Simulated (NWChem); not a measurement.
System: ZrH4O2; SMILES [OH][ZrH2][OH]

Here is an NWChem input.

```
start job
memory heap 200 mb stack 900 mb global 1100 mb
geometry units angstroms noautoz
  Zr     0.000000     0.000000    -0.129561
  O      1.619356     0.046339     0.868897
  H      2.305186     0.119177     1.532785
  O     -1.619356    -0.046339     0.868897
  H     -2.305186    -0.119177     1.532785
  H      0.045176    -1.538066    -1.188552
  H     -0.045176     1.538066    -1.188552
end
basis spherical
  * library def2-svp
end
ecp
  Zr library def2-ecp
end
dft
  xc b3lyp
  iterations 150
  vectors input atomic output neutral.movecs
end
task dft energy
charge 1
dft
  odft
  mult 2
  vectors input atomic output cation.movecs
end
task dft energy
```

Structure relaxed at the PBE0/def2-SVP level. No frequency run checked for a minimum. def2 effective core potentials on Zr; no spin-orbit coupling.

Ions are spin-unrestricted doublets at the neutral geometry; other ion states weren't tried.

**Question.** Give the results of this calculation. (B3LYP/def2-SVP with def2 effective core potentials on Zr, vertical spin-unrestricted ions.) Quantities: vertical ionisation energy, ΔSCF (eV); −ε(HOMO) (eV).

**Answer.** 
```yaml
vertical ionisation energy, ΔSCF (eV): 9.78
"−ε(HOMO) (eV)": 7.32
```
